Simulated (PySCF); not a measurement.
Ge⁺: interval between two levels

Ge⁺ [Ar] 3d10 4s2 4p1 [2P3/2, M_J = 3/2] → Ge⁺ [Ar] 3d10 4s2 4d1 [2D5/2, M_J = 5/2], as a difference of total energies. Computed with PySCF 2.14 in x2c-SVPall-2c with one added diffuse shell each of s, p, d type (6s7p4d, 47 functions), with the two-component X2C-1e Hamiltonian. Correlated levels: [Ne] frozen. "Screened" scales the spin-orbit matrix elements by Boettger's factors to mimic the two-electron term; Breit and QED terms are absent.

| method | interval between two levels (cm⁻¹) | error (cm⁻¹) |
| --- | --- | --- |
| GHF (spin-free) | 73546 | -5699 |
| GMP2 (spin-free) | 74710 | -4535 |
| GHF (screened spin-orbit) | 72979 | -6267 |
| GMP2 (screened spin-orbit) | 74140 | -5106 |

Reference: 79245 cm⁻¹ (measured; NIST Handbook of Basic Atomic Spectroscopic Data (Sansonetti and Martin, J. Phys. Chem. Ref. Data 34, 1559 (2005))).

The spin-free rows lack the spin-orbit shift.

Errors of the correlated levels include the incompleteness of this basis and the frozen core.
